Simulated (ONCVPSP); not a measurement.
# Before and after: ONCV potential for hafnium (Hf)

```json
{
  "Element": "hafnium",
  "Generator": "ONCVPSP 4.0.1",
  "Type": "optimised norm-conserving Vanderbilt (ONCV)",
  "Functional": "Wu-Cohen",
  "Relativity": "scalar-relativistic",
  "Frozen core": "[Kr] 4d10 4f14",
  "Valence charge": "12",
  "Reference configuration": "5s2 5p6 5d2 6s2",
  "Partial waves": "5s+6s: rc 1.60 bohr, ncon 4, nbas 7, qcut 8.2 1/bohr, 3 projectors, debl 2.5 Ha; 5p: rc 1.70 bohr, ncon 4, nbas 9, qcut 9.4 1/bohr, 3 projectors, debl 2.2 Ha; 5d: rc 3.25 bohr, ncon 4, nbas 9, qcut 5.6 1/bohr, 2 projectors, debl 3.7 Ha",
  "Local potential": "polynomial inside 1.40 bohr (lpopt 5, dvloc0 0 Ha)",
  "Core correction": "none"
}
```

Change: p: ncon 5, nbas 10.

Cutoffs: the cutoffs (Ha) at which the residual kinetic energy of the hardest occupied pseudo-wave falls to 1 and 0.1 mHa per electron; they do not see the model core or the augmentation charge, which bear on the density cutoff. Errors are all-electron minus pseudo energies relative to the spin-unpolarised reference configuration.

How do hardness, ghosts and transferability respond?

The potential gets harder (26 Ha and 31 Ha → 29 Ha and 34 Ha); the errors of the 3 common tests hardly move; neither file shows a bound ghost.

```tsv
quantity	base	changed
cutoff, loose	26 Ha	29 Ha
cutoff, tight	31 Ha	34 Ha
loose cutoff by channel	s 23 Ha, p 26 Ha, d 8.9 Ha	s 23 Ha, p 29 Ha, d 8.9 Ha
bound ghosts	none	none
GHOST(+) flags under 300 eV	none	none
tests with a reliable result	3 of 4	3 of 4
error for 5s2 5p6 5d2 6s1, meV [ΔE 8.02 eV]	-2.5	-2.5
error for 5s2 5p6 5d2 6s0, meV [ΔE 22.15 eV]	+0.4	+0.6
error for 5s2 5p6 5d2 6s0 6p2, meV [ΔE 7.97 eV]	+0.7	+0.7
s: phases at 1.63 bohr within 0.05 rad from the reference energy up to (Ha; the scan ends near 5)	to the end of the scan	to the end of the scan
p: phases at 1.73 bohr within 0.05 rad from the reference energy up to (Ha; the scan ends near 5)	to the end of the scan	to the end of the scan
d: phases at 3.30 bohr within 0.05 rad from the reference energy up to (Ha; the scan ends near 5)	0.6	0.6
```
